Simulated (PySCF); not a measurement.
C2H4BF3, SMILES FCB(F)CF.

Geometry: B3LYP-D3(BJ)/def2-SVP. This is a generated structure with no PubChem entry under its InChIKey; it may be hypothetical. The values are those of a single conformer.

Calculation: PBE/def2-TZVP (PySCF).

Symmetry labels are those of the subgroup Cs that the program uses (full group Cs).

Computed valence orbital energies around the gap with their symmetry:
```
orbital  symmetry  energy (eV)
-------  --------  -----------
HOMO−7         A'       -11.64
HOMO−6         A'       -11.44
HOMO−5         A"       -11.04
HOMO−4         A'        -9.95
HOMO−3         A"        -8.39
HOMO−2         A'        -8.34
HOMO−1         A"        -8.18
HOMO           A'        -7.07
LUMO           A"        -1.69
LUMO+1         A'        -0.18
LUMO+2         A'        -0.01
LUMO+3         A'         0.88
```
